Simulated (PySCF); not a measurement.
A GIAO shielding run with PySCF 2.14.0 with density-fitted response routines (density fitting, non-relativistic, gas phase) on 4-chloroanisole (SMILES COc1ccc(Cl)cc1):

```
$ OMP_NUM_THREADS=1 python probes_run.py task.json out

{"job": {"kind": "nmr", "xc": "PBE0", "basis": "pcSseg-1"}, "charge": 0, "multiplicity": 1}
C      2.664328     0.447033    -0.385935
O      1.683087    -0.506149    -0.718163
C      0.410090    -0.307900    -0.285523
C     -0.515726    -1.290151    -0.645859
C     -1.835440    -1.188403    -0.262746
C     -2.246166    -0.096565     0.488666
Cl    -3.902768     0.038592     0.970840
C     -1.342028     0.882942     0.854806
C     -0.015323     0.779310     0.470856
H      2.790300     0.532019     0.698046
H      2.426644     1.430616    -0.803434
H      3.589901     0.082516    -0.828562
H     -0.172059    -2.128505    -1.230473
H     -2.545555    -1.949944    -0.543752
H     -1.668109     1.728547     1.439792
H      0.671225     1.554986     0.770030
```

Hardware: 1 thread of an Arm Neoverse V1, shared host. The job also computes population analyses, field gradients, ring-centre shieldings.

(1) How large is the calculation?

(2) How long does it take, and how much memory does it need?

## Answers

(1) 74 electrons, 195 basis functions and 1029 auxiliary functions.

(2) 34 s of wall time, with 14 SCF cycles and 5 response iterations; peak memory 0.85 GiB. Times on a shared host scatter by some tens of per cent.
